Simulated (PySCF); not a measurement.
Compound: CH7NSi3.
Bonds: N1–C2 (triple), C2–Si3, Si3–Si4, Si4–Si5. Hydrogens: H6, H7 on Si3; H8, H9 on Si4; H10, H11, H12 on Si5.

The same species was optimised twice, with GFN2-xTB and with PBE0-D3(BJ)/def2-SVP (PySCF), and the same property calculations (PySCF, gas phase) were run on both structures.

```json
{"coordinate": "Si5–H11 (Å)", "GFN2-xTB": "1.462", "PBE0-D3(BJ)/def2-SVP": "1.493", "change": "+0.031"}
{"coordinate": "Si5–H12 (Å)", "GFN2-xTB": "1.465", "PBE0-D3(BJ)/def2-SVP": "1.494", "change": "+0.029"}
{"coordinate": "Si5–H10 (Å)", "GFN2-xTB": "1.466", "PBE0-D3(BJ)/def2-SVP": "1.495", "change": "+0.029"}
{"coordinate": "Si4–Si5 (Å)", "GFN2-xTB": "2.318", "PBE0-D3(BJ)/def2-SVP": "2.345", "change": "+0.027"}
{"coordinate": "Si3–H7 (Å)", "GFN2-xTB": "1.468", "PBE0-D3(BJ)/def2-SVP": "1.491", "change": "+0.023"}
{"coordinate": "Si3–H6 (Å)", "GFN2-xTB": "1.468", "PBE0-D3(BJ)/def2-SVP": "1.491", "change": "+0.023"}
{"coordinate": "Si4–H9 (Å)", "GFN2-xTB": "1.472", "PBE0-D3(BJ)/def2-SVP": "1.495", "change": "+0.023"}
{"coordinate": "Si4–H8 (Å)", "GFN2-xTB": "1.474", "PBE0-D3(BJ)/def2-SVP": "1.496", "change": "+0.022"}
{"coordinate": "Si3–Si4 (Å)", "GFN2-xTB": "2.323", "PBE0-D3(BJ)/def2-SVP": "2.344", "change": "+0.021"}
{"coordinate": "N1≡C2 (Å)", "GFN2-xTB": "1.146", "PBE0-D3(BJ)/def2-SVP": "1.160", "change": "+0.014"}
{"coordinate": "C2–Si3 (Å)", "GFN2-xTB": "1.867", "PBE0-D3(BJ)/def2-SVP": "1.861", "change": "-0.006"}
{"coordinate": "Si3–Si4–Si5 (°)", "GFN2-xTB": "115.8", "PBE0-D3(BJ)/def2-SVP": "107.7", "change": "-8.1"}
{"coordinate": "H8–Si4–H9 (°)", "GFN2-xTB": "103.5", "PBE0-D3(BJ)/def2-SVP": "109.5", "change": "+6.0"}
{"coordinate": "Si4–Si3–H7 (°)", "GFN2-xTB": "118.9", "PBE0-D3(BJ)/def2-SVP": "114.7", "change": "-4.2"}
{"coordinate": "C2–Si3–H7 (°)", "GFN2-xTB": "103.1", "PBE0-D3(BJ)/def2-SVP": "107.2", "change": "+4.1"}
{"coordinate": "C2–Si3–H6 (°)", "GFN2-xTB": "103.2", "PBE0-D3(BJ)/def2-SVP": "106.7", "change": "+3.5"}
{"coordinate": "Si4–Si3–H6 (°)", "GFN2-xTB": "115.2", "PBE0-D3(BJ)/def2-SVP": "111.8", "change": "-3.4"}
{"coordinate": "H6–Si3–H7 (°)", "GFN2-xTB": "107.3", "PBE0-D3(BJ)/def2-SVP": "110.0", "change": "+2.7"}
{"coordinate": "H10–Si5–H12 (°)", "GFN2-xTB": "106.8", "PBE0-D3(BJ)/def2-SVP": "109.3", "change": "+2.5"}
{"coordinate": "C2–Si3–Si4–Si5 (°)", "GFN2-xTB": "-55", "PBE0-D3(BJ)/def2-SVP": "-54", "change": "+1"}
```

Rotational constants: A = 3248, B = 1271, C = 997.2 MHz (GFN2-xTB) against A = 3002, B = 1393, C = 1057 MHz (PBE0-D3(BJ)/def2-SVP). Point groups within 0.08 Å: C1 and C1.

On the GFN2-xTB structure: HOMO (eV) -8.89 [PBE0/pcSseg-1]; LUMO (eV) -1.04 [PBE0/pcSseg-1]; dipole (D) 3.82 [PBE0/pcSseg-1]; GIAO shielding of N1 (ppm) -103.1 [PBE0/pcSseg-1]; GIAO shielding of C2 (ppm) 64.5 [PBE0/pcSseg-1]; GIAO shielding of Si3 (ppm) 450.4 [PBE0/pcSseg-1]; GIAO shielding of Si4 (ppm) 476.6 [PBE0/pcSseg-1]; GIAO shielding of Si5 (ppm) 465.2 [PBE0/pcSseg-1].

Question: What do these properties become on the PBE0-D3(BJ)/def2-SVP structure?

Answer: 
```
                                    property          level  on GFN2-xTB  on PBE0-D3(BJ)/def2-SVP  change
                                   HOMO (eV)  PBE0/pcSseg-1        -8.89                    -8.52   +0.37
                                   LUMO (eV)  PBE0/pcSseg-1        -1.04                    -0.84   +0.20
                                  dipole (D)  PBE0/pcSseg-1         3.82                     3.60   -0.22
energy, GFN2-xTB geometry as zero (kcal/mol)  PBE0/pcSseg-1          0.0                     -2.3    -2.3
                  GIAO shielding of N1 (ppm)  PBE0/pcSseg-1       -103.1                   -115.3   -12.2
                  GIAO shielding of C2 (ppm)  PBE0/pcSseg-1         64.5                     61.4    -3.1
                 GIAO shielding of Si3 (ppm)  PBE0/pcSseg-1        450.4                    446.1    -4.3
                 GIAO shielding of Si4 (ppm)  PBE0/pcSseg-1        476.6                    466.4   -10.2
                 GIAO shielding of Si5 (ppm)  PBE0/pcSseg-1        465.2                    458.5    -6.7
```

The heavy atoms differ by 0.116 Å rms after alignment. Among all bonds Si5–H11 changes most (+0.031 Å). Changes are differences of the printed values. Neither structure is proved a minimum here.

The values belong to the conformer `[N:1]#[C:2][SiH2:3][SiH2:4][SiH3:5]`: C2–Si3–Si4–Si5 -54°.
